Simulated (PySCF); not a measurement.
**Cost of response and excited-state runs on SMILES FB(F)C1=C/C(=C/n2cccc2)C=C1, C₁₀H₈BF₂N**

Bonds (- single, = double, # triple, : aromatic): F1-B2, B2-F3, B2-C4, C4=C5, C5-C6, C6=C7, C7-N8, N8:C9, C9:C10, C10:C11, C11:C12, C6-C13, C13=C14, C14-C4, C12:N8. C5 carries H15; C7 carries H16; C9 carries H17; C10 carries H18; C11 carries H19; C12 carries H20; C13 carries H21; C14 carries H22. Stereochemistry as in FB(F)C1=C/C(=C/n2cccc2)C=C1.

PySCF with density fitting, on 1 thread of an Arm Neoverse V1, shared host. Command: `OMP_NUM_THREADS=1 python excited_run.py task.json out`

Task: How long does this run take, and how much memory?
- excited states, wB97X-D/def2-SVP; Tamm-Dancoff; spin-orbit couplings; 5 states; 6 triplets; quadratic response for 4 states

Result: 
| run | level | basis functions | wall time | peak memory (GiB) |
| --- | --- | --- | --- | --- |
| excited states | wB97X-D/def2-SVP | 236 | 96 s | 1.1 |

Times from a shared host are rough.
